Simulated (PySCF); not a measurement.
HCl.

```xyz
2

Cl     0.0000     0.0000    -0.0712
H      0.0000     0.0000     1.2108
```

Coordinates come from a B3LYP-D3(BJ)/def2-TZVP optimisation.

All values below come from PySCF with PBE/pcSseg-2. Non-relativistic, no solvent.

Computed absolute GIAO shielding of each atom: isotropic value and principal components (ppm):
```csv
atom,σ(iso),σ11,σ22,σ33,span
Cl1,936.5,830.4,830.4,1148.7,318.3
H2,31.0,23.9,23.9,45.0,21.1
```
